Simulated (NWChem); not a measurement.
System: CH₅ClOSi₂; SMILES O=C[Si@H]([SiH3])Cl

The following NWChem deck was run.

```
start job
memory heap 200 mb stack 900 mb global 1100 mb
geometry units angstroms noautosym nocenter noautoz
  O      1.967779     1.803228    -0.008708
  C      1.715748     0.652893     0.245577
  Si     0.123541    -0.146774    -0.506507
  Si    -1.767906     1.073961     0.151000
  Cl    -0.035300    -2.101979     0.189122
  H      2.386709     0.043746     0.912994
  H      0.300004    -0.178184    -1.987515
  H     -1.649015     2.478268    -0.341482
  H     -1.849954     1.064641     1.641891
  H     -2.990268     0.435656    -0.421482
end
basis spherical
  * library pcsseg-1
end
dft
  xc xpbe96 cpbe96
  iterations 150
end
property
  shielding
end
task dft property
```

Coordinates come from a PBE0/def2-SVP optimisation.

GIAO values for the isolated, static molecule; σ is the absolute isotropic shielding, δ = σ(reference) − σ with the isolated reference molecule computed at the same levels (1H: tetramethylsilane, 17O: water, 29Si: tetramethylsilane).

Atoms are numbered as in the input.

Q: Predict the main results of this run. (PBE/pcSseg-1, GIAO.) Quantities: δ O1 (ppm); δ Si3 (ppm); δ Si4 (ppm); σ Cl5 (ppm); δ H6 (ppm); δ H7 (ppm); δ H8 (rotor mean) (ppm).

A: 
```
Property                 Result
-----------------------  ------
δ O1 (ppm)                915.1
δ Si3 (ppm)               -31.9
δ Si4 (ppm)              -106.5
σ Cl5 (ppm)               984.9
δ H6 (ppm)                12.30
δ H7 (ppm)                 5.25
δ H8 (rotor mean) (ppm)    3.63
```
